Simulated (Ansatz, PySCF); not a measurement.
BBrH2 (SMILES BBr) and NH3 (SMILES N) are pulled apart as rigid monomers along the line of their centres of mass, from the B3LYP-D3(BJ)/def2-TZVP minimum. Starting geometry (charge 0, multiplicity 1):
| atom | x (Å) | y (Å) | z (Å) |
|---|---|---|---|
| B | -0.5014 | -0.6593 | 2.1738 |
| Br | 0.6896 | 0.7443 | 1.2765 |
| H | -0.0290 | -1.7521 | 2.0634 |
| H | -1.6412 | -0.5291 | 1.8368 |
| N | -0.4213 | -0.2617 | 3.7501 |
| H | -0.9801 | -0.8929 | 4.3214 |
| H | 0.5436 | -0.2955 | 4.0723 |
| H | -0.7555 | 0.6895 | 3.8898 |

Interaction energies with rigid monomers; basis-set methods are counterpoise corrected unless marked otherwise.

Rows in STO-3G carry no dispersion term and start afresh at each structure; the Pople sets are all-electron and without relativity.

Run with Ansatz (Gaussian orbitals); PySCF for STO-3G rows, the dispersion terms. 

| B1···N5 (Å) | HF/STO-3G (no counterpoise) (meV) | PBE-D3(BJ)/def2-TZVPPD (meV) | r2SCAN-D3(BJ)/def2-TZVPPD (meV) | B3LYP-D3(BJ)/def2-TZVPPD (meV) | wB97M-V/def2-TZVPPD (meV) |
|---|---|---|---|---|---|
| 1.50 | -2657.8 | -1968.3 | -2034.9 | -1887.8 | … |
| 1.63 | … | -2135.4 | -2194.9 | -2055.7 | -2163.5 |
| 1.82 | -2674.2 | -1920.7 | -1963.0 | -1840.5 | -1923.9 |
| 2.17 | -1609.6 | -1256.9 | -1270.6 | -1184.0 | -1223.7 |
| 2.76 | -475.0 | -521.6 | -518.6 | -481.7 | -485.7 |

**Question.** Some entries are withheld; supply them.

**Answer.** 
- 1.63, HF/STO-3G (no counterpoise) (meV): -2949.9
- 1.50, wB97M-V/def2-TZVPPD (meV): -2002.6

Ansatz is a first-principles code.
